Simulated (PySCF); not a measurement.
# Highest orbital energy against ionisation energy along group 13

Calculated with PySCF 2.14, no spin-orbit coupling. Each cell gives −ε(HOMO) / ΔSCF in eV; NIST values include spin-orbit coupling, (s) semi-empirical, (t) theoretical.

| species | UHF | LDA | PBE | PBE0 | r2SCAN | NIST (lowest levels) |
| --- | --- | --- | --- | --- | --- | --- |
| B⁺ (def2-QZVPPD, non-relativistic) | 23.778 / 23.443 | 19.408 / 24.554 | 19.505 / 24.606 | 20.793 / 24.561 | 19.722 / 24.257 | 25.155 |
| Al⁺ (def2-QZVPPD, non-relativistic) | 17.750 / 17.521 | 14.892 / 18.896 | 14.784 / 18.758 | 15.738 / 18.653 | 14.935 / 18.379 | 18.829 |
| Ga⁺ (def2-QZVPPD, non-relativistic) | 18.724 / 18.450 | 16.349 / 20.782 | 16.034 / 20.417 | 16.917 / 20.089 | 16.311 / 20.148 | 20.515 |
| In⁺ (def2-QZVPPD with the def2 core potential (28 electrons), ECP) | 17.281 / 17.009 | 15.370 / 19.494 | 14.980 / 19.049 | 15.776 / 18.716 | 15.199 / 18.803 | 18.870 |
| Tl⁺ (def2-QZVPPD with the def2 core potential (60 electrons), ECP) | 18.720 / 18.363 | 16.669 / 20.974 | 16.268 / 20.506 | 17.129 / 20.189 | 16.478 / 20.321 | 20.428 |

How far is −ε(HOMO) from ΔSCF on average for each method, and why?

UHF 0.29 eV; LDA -4.40 eV; PBE -4.35 eV; PBE0 -3.17 eV; r2SCAN -3.85 eV. Hartree-Fock orbital energies lack relaxation and so exceed the ΔSCF value; semilocal functionals have convex E(N) from self-interaction, so their HOMO lies far too high; exact exchange moves hybrids part of the way back.
